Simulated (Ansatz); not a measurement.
Steps of a relaxation of C$_{2}$H$_{8}$AlNSi (`C=C[NH][AlH][SiH3]`) with RKS PBE-D4/def2-SVP.

```sh
$ ansatz run in.yaml --threads 4 --pin off --events-out ev --progress --plain --max-ram 10444MiB
```

```yaml
crystal:
  periodic: [false, false, false]
  atoms:
    - {symbol: C, position_ang: [-1.598000, 2.220400, 1.283600]}
    - {symbol: C, position_ang: [-1.517000, 1.080400, 0.677800]}
    - {symbol: N, position_ang: [-0.256700, 0.590500, 0.295900]}
    - {symbol: Al, position_ang: [0.044100, -1.101800, -0.547800]}
    - {symbol: Si, position_ang: [2.118700, -1.898200, -1.154200]}
    - {symbol: H, position_ang: [-0.781900, 2.895400, 1.487200]}
    - {symbol: H, position_ang: [-2.602300, 2.629100, 1.549400]}
    - {symbol: H, position_ang: [-2.359600, 0.509100, 0.468600]}
    - {symbol: H, position_ang: [0.645100, 1.160800, 0.539500]}
    - {symbol: H, position_ang: [-1.317100, -2.000700, -0.830900]}
    - {symbol: H, position_ang: [1.990400, -3.211000, -1.752000]}
    - {symbol: H, position_ang: [2.756200, -0.936700, -2.058800]}
    - {symbol: H, position_ang: [2.898400, -1.972000, 0.056300]}
basis:
  gaussian: {orbitals: def2-SVP}
hamiltonian: {xc: pbe, dispersion: d4}
relax: {f_tol: 0.03, max_steps: 200}
```

Positions (Å) and forces (eV/Å) along the path, 6 of 6 steps:

```xyz
13
step=1 energy=-18148.3086 eV
C    -1.598    2.220    1.284   -2.508    3.519    1.806
C    -1.517    1.080    0.678    3.941   -0.813   -0.749
N    -0.257    0.591    0.296    1.832   -1.791   -0.910
Al    0.044   -1.102   -0.548   -2.276    1.377    0.847
Si    2.119   -1.898   -1.154    0.191    0.417   -0.248
H    -0.782    2.895    1.487    0.800    0.261    0.135
H    -2.602    2.629    1.549    0.398   -0.184   -0.016
H    -2.360    0.509    0.469   -1.816   -1.629   -0.650
H     0.645    1.161    0.539   -2.341   -0.805   -0.318
H    -1.317   -2.001   -0.831    0.366    0.430    0.162
H     1.990   -3.211   -1.752    0.018   -0.966   -0.503
H     2.756   -0.937   -2.059    0.494    0.361   -0.557
H     2.898   -1.972    0.056    0.903   -0.178    1.001
13
step=2 energy=-18149.0281 eV
C    -1.606    2.285    1.270   -0.906    0.703    0.667
C    -1.515    1.086    0.676    1.586    0.118   -0.170
N    -0.303    0.509    0.263    0.298   -0.700   -0.407
Al   -0.084   -1.143   -0.561   -0.455    0.796    0.441
Si    2.170   -1.862   -1.122    0.007    0.111   -0.035
H    -0.749    2.915    1.540    0.231   -0.050   -0.131
H    -2.592    2.667    1.603    0.197   -0.109   -0.163
H    -2.399    0.491    0.471   -0.513   -0.399   -0.141
H     0.545    1.093    0.443   -0.755   -0.249   -0.007
H    -1.487   -1.908   -0.782    0.194    0.019   -0.013
H     2.069   -3.200   -1.763    0.027   -0.355   -0.184
H     2.894   -0.962   -2.079   -0.005    0.138   -0.129
H     3.076   -2.006    0.056    0.093   -0.021    0.273
13
step=3 energy=-18149.1017 eV
C    -1.617    2.291    1.318   -0.202    0.150   -0.194
C    -1.493    1.095    0.691    0.231    0.113    0.066
N    -0.300    0.501    0.272   -0.142   -0.157    0.020
Al   -0.089   -1.112   -0.543    0.019   -0.019    0.006
Si    2.171   -1.889   -1.142    0.008    0.011   -0.006
H    -0.757    2.957    1.519   -0.029   -0.193    0.008
H    -2.617    2.695    1.557    0.145   -0.153    0.031
H    -2.388    0.485    0.468   -0.019    0.063    0.032
H     0.521    1.067    0.504    0.089    0.123    0.009
H    -1.450   -1.909   -0.786   -0.042   -0.011   -0.019
H     2.125   -3.247   -1.808   -0.028    0.065    0.043
H     2.853   -0.949   -2.113   -0.007   -0.027    0.075
H     3.060   -2.021    0.076   -0.022    0.034   -0.070
13
step=4 energy=-18149.1124 eV
C    -1.605    2.301    1.280   -0.064    0.017    0.112
C    -1.482    1.096    0.674    0.054    0.007    0.053
N    -0.297    0.483    0.267   -0.110    0.038   -0.006
Al   -0.108   -1.131   -0.540    0.055   -0.046   -0.038
Si    2.161   -1.869   -1.129   -0.013   -0.029   -0.001
H    -0.732    2.930    1.531   -0.053   -0.081   -0.079
H    -2.597    2.674    1.581    0.095   -0.045   -0.079
H    -2.384    0.488    0.465    0.007    0.069    0.008
H     0.526    1.060    0.471    0.062    0.039    0.015
H    -1.470   -1.924   -0.792   -0.021   -0.005    0.000
H     2.108   -3.227   -1.792    0.025    0.044    0.020
H     2.846   -0.923   -2.088   -0.018   -0.016    0.027
H     3.053   -1.992    0.086   -0.019    0.007   -0.033
13
step=5 energy=-18149.1160 eV
C    -1.586    2.292    1.287    0.029    0.035    0.014
C    -1.480    1.088    0.680   -0.025   -0.013   -0.001
N    -0.308    0.464    0.258    0.063    0.053    0.016
Al   -0.125   -1.149   -0.551   -0.040   -0.020   -0.007
Si    2.148   -1.859   -1.120    0.047   -0.016   -0.012
H    -0.700    2.912    1.507   -0.022   -0.016   -0.004
H    -2.570    2.684    1.577    0.011   -0.006   -0.008
H    -2.393    0.499    0.476   -0.012    0.001    0.005
H     0.526    1.032    0.456   -0.036   -0.010    0.000
H    -1.492   -1.935   -0.803   -0.008   -0.012   -0.005
H     2.146   -3.211   -1.787    0.004   -0.002   -0.002
H     2.822   -0.892   -2.066   -0.005    0.002    0.003
H     3.031   -1.961    0.101   -0.006    0.004    0.001
13
step=6 energy=-18149.1165 eV
C    -1.578    2.294    1.285    0.002   -0.005    0.000
C    -1.481    1.087    0.681    0.001    0.019    0.008
N    -0.313    0.458    0.257   -0.006   -0.016   -0.001
Al   -0.136   -1.157   -0.554    0.016   -0.008   -0.005
Si    2.149   -1.857   -1.120   -0.017    0.001    0.002
H    -0.688    2.907    1.504   -0.004    0.001   -0.004
H    -2.560    2.692    1.575    0.006   -0.001    0.003
H    -2.399    0.503    0.482    0.001   -0.001   -0.005
H     0.523    1.023    0.454   -0.002    0.009    0.003
H    -1.502   -1.945   -0.808   -0.003   -0.002   -0.001
H     2.164   -3.208   -1.788    0.002   -0.005   -0.003
H     2.816   -0.881   -2.060    0.001    0.006   -0.002
H     3.025   -1.950    0.106    0.002    0.002    0.005
```

Hardware: 4 threads of an AMD EPYC 7B13 on a shared host. Wall time 8.5 s, peak host memory 0.18 GiB.
